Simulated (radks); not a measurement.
All-electron atom: the palladium ion Pd2+ in [Kr] 4d8 (the NIST ground configuration). All-electron calculation, Dirac Kohn-Sham, PBE, spin-unpolarised, spherical densities, finite nucleus; open shells fill j = l - 1/2 first; Fermi nuclear charge, rms radius 4.5318 fm. Program: a radial shooting solver on a logarithmic mesh with Libxc functionals.

X-ray form factor f0, the Fourier transform of the density (f0(0) = 44):

sin(theta)/lambda (1/angstrom),f0 (electrons)
0.05,43.449
0.1,41.905
0.15,39.640
0.2,36.988
0.25,34.243
0.3,31.613
0.4,27.103
0.5,23.711
0.6,21.215
0.8,17.690
1,14.875
1.25,11.763
1.5,9.290
2,6.462
